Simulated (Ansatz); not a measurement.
Cost and result for the atomization energy of `SCOBCl` (9 atoms, 8 bonds).

Cartesian coordinates in Å:
```
S 0.845 0.603 -1.788
C 0.911 0.027 -0.084
O -0.259 -0.645 0.330
B -1.274 0.029 0.891
Cl -2.715 -0.862 1.330
H 0.883 -0.612 -2.357
H 1.742 -0.663 0.046
H 1.086 0.922 0.517
H -1.219 1.201 1.114
```

The species carries charge 0 and has multiplicity 1. The geometry is a stationary point of PBE0-D4/def2-TZVP. It is one conformer, not always the lowest. Program: Ansatz. All runs use 4 threads of an Arm Neoverse V1 on a shared host. Times are those of one run each, without the atoms' runs, and a repeat can differ threefold. Electronic energies, without spin–orbit coupling; frozen cores. CCSD(T)/CBS adds CCSD(T) − MP2 in def2-TZVPP to the MP2 limit, and its time is that of the two runs behind it. T1 = 0.013. B3LYP takes the VWN-RPA correlation (the form of Gaussian; ORCA's B3LYP/G).

CCSD(T)/CBS is a level of theory with its own doubt, some kJ/mol a heavy atom from the limit and from the frozen cores, so smaller differences don't rank the functionals.

| level | functions | wall time |
| --- | --- | --- |
| PBE-D4/def2-TZVPP (with forces) | 233 | 2.1 s |
| PBE0-D4/def2-TZVPP | 233 | 2.7 s |
| B3LYP-D4/def2-TZVPP (with forces) | 233 | 4 s |
| r2SCAN-D4/def2-TZVPP (with forces) | 233 | 4.3 s |
| B2PLYP/def2-TZVPP | 233 | 4.5 s |
| ωB97X-V/def2-TZVPP | 233 | 7 s |
| ωB97M-V/def2-TZVPP (with forces) | 233 | 9.5 s |
| MP2/def2-QZVPP | 431 | 16 s |
| CCSD(T)/def2-TZVPP | 233 | 93 s |
| CCSD(T)/CBS(def2) | – | 110 s |

(1) What atomization energy does each give, and how far from CCSD(T)/CBS? (Best estimate.)

Answers

(1) Ansatz gave: 
```tsv
level	atomization (kJ/mol)	difference from CCSD(T)/CBS	per bond
PBE-D4/def2-TZVPP (with forces)	3406.1	96.6	12.1
PBE0-D4/def2-TZVPP	3335.7	26.2	3.3
B3LYP-D4/def2-TZVPP (with forces)	3308.7	-0.8	-0.1
r2SCAN-D4/def2-TZVPP (with forces)	3344.4	34.9	4.4
B2PLYP/def2-TZVPP	3278.4	-31.1	-3.9
ωB97X-V/def2-TZVPP	3329.4	19.9	2.5
ωB97M-V/def2-TZVPP (with forces)	3342.0	32.5	4.1
MP2/def2-QZVPP	3358.6	49.1	6.1
CCSD(T)/def2-TZVPP	3221.1	-88.4	-11.0
CCSD(T)/CBS(def2)	3309.5	0.0	0.0
```

From PBE to PBE0 (25 % exact exchange), in def2-TZVPP and without D4, the atomization energy moves by −67.5 kJ/mol: exact exchange takes away binding that semilocal exchange gives to molecules. In def2-TZVPP, CCSD(T) changes the Hartree–Fock value by +812.2 kJ/mol (the triples alone add +58.8 kJ/mol) and MP2 by +897.6 kJ/mol; breaking electron pairs costs correlation energy, which Hartree–Fock lacks. The D4 term adds +30.7 kJ/mol with B3LYP and +16.1 kJ/mol with PBE0; it sums over pairs of atoms, weighted by their polarisabilities, and B3LYP, whose exchange is more repulsive, gets the larger term.
